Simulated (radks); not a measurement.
Values are calculated unless marked as measured or tabulated.
Pt XV, configuration [Kr] 4d10 4f14 5s2 5p2.

Level of theory: non-relativistic Kohn-Sham, PBE, spin-polarised, spherical densities, point nucleus; open shells are filled with parallel spins first (spin-orbit coupling, left out, can overturn this in heavy ions); relativity is left out, which matters for an element this heavy (a radial shooting solver on a logarithmic mesh with Libxc functionals).

Energy parts (eV):
| part | energy |
|---|---|
| total | -469980.43 |
| kinetic | 469878.94 |
| electron-nucleus | -1101319.97 |
| Hartree | 170296.50 |
| exchange-correlation | -8835.91 |

Orbitals (lengths in bohr, moments of r in powers of bohr):
orbital,occ.,eigenvalue (eV),<1/r>
1s up,1,-71441.68,77.45
1s down,1,-71441.37,77.45
2s up,1,-12121.68,18.22
2s down,1,-12121.52,18.22
2p up,3,-11658.92,18.25
2p down,3,-11658.65,18.25
3s up,1,-3034.387,7.050
3s down,1,-3034.212,7.050
3p up,3,-2816.905,7.005
3p down,3,-2816.680,7.005
3d up,5,-2411.435,6.935
3d down,5,-2411.210,6.935
4s up,1,-848.9059,3.080
4s down,1,-848.4733,3.081
4p up,3,-755.4521,2.993
4p down,3,-754.9762,2.994
4d up,5,-583.8400,2.813
4d down,5,-583.2892,2.815
4f up,7,-354.0414,2.483
4f down,7,-353.2922,2.490
5s up,1,-330.1665,1.403
5s down,1,-326.5237,1.406
5p up,2,-296.4284,1.331
5p down,0,-292.7645,1.332

The highest occupied level is 5p up at -296.43 eV. The electron density at the nucleus is 3.405e+05 e/bohr^3. The density falls to 0.001 e/bohr^3 at r = 2.05 bohr. For comparison, the ionisation energy in NIST's Atomic Spectra Database is 332 eV (theoretical). In exact Kohn-Sham theory the highest level is minus the ionisation energy, but local and semilocal functionals leave it too shallow, through self-interaction and a potential that decays too fast; potentials with the right tail come closer. Spin moment in Bohr magnetons: 2. Virial ratio -V/T = 2.00022. Summed over all electrons, <r^2> = 13.38 bohr^2, which gives a Langevin (diamagnetic) susceptibility term of -10.6 x 10^-6 cm^3/mol. The spin density at the nucleus is -1.989 e/bohr^3 (1s -0.780, 2s 0.121, 3s 0.240, 4s -0.202, 5s -1.367).
